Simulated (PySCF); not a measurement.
## Electronic structure of Al²⁺ (aluminium, charge +2) at the UHF level

Configuration: [Ne] 3p1, 2P determinant (an excited configuration). Computed with PySCF 2.14 in x2c-TZVPPall, with scalar relativity by spin-free X2C-1e.

```json
{
  "Total energy": "-241.217412 hartree",
  "One-electron energy": "-327.1578 hartree",
  "Hartree (Coulomb) energy": "103.6578 hartree",
  "Exchange energy": "-17.7175 hartree",
  "⟨S²⟩": "0.7500",
  "⟨L²⟩": "2.000",
  "Sum of ⟨r⟩": "7.659 bohr",
  "Sum of ⟨r²⟩": "11.41 bohr²",
  "Traceless quadrupole moment −½Σ⟨3z² − r²⟩ along its main axis": "-3.10 e·bohr²",
  "Langevin diamagnetic susceptibility": "-9.04 ×10⁻⁶ cm³/mol"
}
```

```
shell  electrons  mean orbital energy (eV)  spread (eV)  rms radius, mean of both spins (bohr)
 1s α          1                   -1617.6            0                                  0.139
 1s β          1                   -1617.4            0                                  0.139
 2s α          1                   -155.84            0                                  0.676
 2s β          1                   -155.64            0                                  0.676
 2p α          3                   -109.73        0.410                                  0.670
 2p β          3                   -109.36        0.438                                  0.670
 3p α          1                   -21.496            0                                   2.79
```

Densities and radii are taken from the X2C orbitals without a picture-change correction, which distorts them close to the nucleus.

Spin-orbit constants ζ (cm⁻¹) from the X2C one-electron operator on these orbitals: bare nucleus, nucleus screened by l(l+1)(2l+1)/3 electrons, and screened by the Breit-Pauli mean field of the electrons.

| shell | bare | screened nucleus | mean field |
| --- | --- | --- | --- |
| 2p | 2697 | 2282 | 2096 |
| 3p | 160.4 | 135.7 | 123.0 |

To first order the Landé constant is A = 123.0 cm⁻¹, so the lowest level has J = 1/2 and lies 0.0153 eV below the centre of the term.
